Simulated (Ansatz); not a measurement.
`COCBF` + `F/C=C(\F)C(F)F` → `BCOC` + `F/C=C(\F)C(F)(F)F`  (formal exchange of groups at a B–F bond)

Computed with Ansatz on PBE0-D4/def2-TZVP structures; ΔE is electronic, products minus reactants. CCSD(T)/CBS adds triple-zeta CCSD(T) − MP2 to the extrapolated MP2 energy (def2 sets, frozen cores). Double bonds are as drawn, so ΔE can hold a change between cis and trans. Functionals use def2-TZVPP. One conformer a species, not always the lowest.

| level | ΔE (kcal/mol) |
| --- | --- |
| r2SCAN-D4 | 39.5 |
| ωB97X-V | 39.8 |
| PBE0 | 40.1 |
| MP2/def2-TZVPP | 42.6 |

(1) What does CCSD(T)/CBS give? (Best estimate.)

Largest T1 diagnostic among the species: 0.013.

Results:

(1) The calculation gave: +42.1 kcal/mol. The listed levels differ from it by -2.6, -2.3, -2.0, 0.5 kcal/mol.

In def2-TZVPP, CCSD(T) changes the Hartree–Fock value by +0.9 kcal/mol (the triples alone add −0.1 kcal/mol) and MP2 by +2.0 kcal/mol.
